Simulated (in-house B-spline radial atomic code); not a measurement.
Cd²⁺. Computed with a B-spline radial atomic code. Model: all-electron spherical atom, spin shells full or empty, radial basis limit, no spin-orbit coupling: exact exchange with a local potential (Slater, KLI or optimised effective potential, whose far tail is KLI's), no correlation.

Exchange potential has not reached -1/r at the last radius.

The run also made RPA and GW results, which its time includes.

The Slater potential averages the orbital exchange potentials with the orbital densities as weights, KLI adds orbital constants, and the optimised effective potential minimises the exact-exchange energy among local potentials. So their energies lie above Hartree-Fock in the order OEP, KLI, Slater. All fall off as −1/r, unlike LDA and GGA exchange.

Command:
```bash
python run_gw.py task.json out
```
Settings (lengths in bohr, energies in hartree):
```
Z                      48
electrons              46
configuration          [Kr] 4d10
hamiltonian            nr
method                 slater
lmax                   9
spin_polarised         False
box_radius             17.55
intervals              76
```

Time taken, with all properties: 7.5 s on 1 thread of Arm Neoverse N1 (shared host).

Given: hamiltonian non-relativistic; mean-field start Slater potential.

Computed: energy above Hartree-Fock 376.62 millihartree; virial ratio -E/T less 1 -0.011127.

```tsv
radius (bohr)	r times exchange potential (hartree bohr)
0.00104	-0.051809
0.0013	-0.064701
0.00163	-0.081015
0.00203	-0.10068
0.00254	-0.12558
0.00318	-0.15647
0.00397	-0.19397
0.00497	-0.24026
0.00621	-0.29562
0.00776	-0.36128
0.0097	-0.43754
0.0121	-0.52242
0.0151	-0.6139
0.0189	-0.70762
0.0237	-0.79405
0.0296	-0.8587
0.037	-0.89209
0.0462	-0.9053
0.0578	-0.95434
0.0722	-1.0765
0.0903	-1.2378
0.113	-1.3731
0.141	-1.4245
0.176	-1.401
0.22	-1.4674
0.275	-1.672
0.344	-1.8405
0.43	-1.8384
0.538	?
0.672	-1.4922
0.84	-1.6849
1.05	-1.8153
1.31	?
1.64	-1.5846
2.05	-1.372
2.56	-1.2055
3.2	-1.1034
```

Question: What belongs in the row 0.538?

Answer: r times exchange potential (hartree bohr): -1.6048.

Question: What belongs in the row 1.31?

Answer: r times exchange potential (hartree bohr): -1.7671.

```tsv
occupied	level (hartree)	Hartree-Fock level (hartree)
1s	-951.28	-955.98
2s	-140.31	-142.66
2p	-131.34	-132.7
3s	?	?
3p	?	?
3d	-16.584	-16.729
4s	-4.7251	-5.1038
4p	-3.5123	-3.7141
4d	-1.5324	-1.4214
```

Question: What belongs in the row 3s?

Answer: level (hartree): -27.33; Hartree-Fock level (hartree): -28.363.

Question: What belongs in the row 3p?

Answer: level (hartree): -23.587; Hartree-Fock level (hartree): -24.253.

```
empty  level (hartree)
   5s          -1.0191
   5p                ?
   5d         -0.45465
   6s           -0.449
```

Question: What belongs in the row 5p?

Answer: level (hartree): -0.77155.

The highest level, 4d, differs from Hartree-Fock by -3 eV and the deepest, 1s, by +128 eV: the Slater potential lacks the response part and is deeper than the optimised one throughout, so the top level comes too deep.
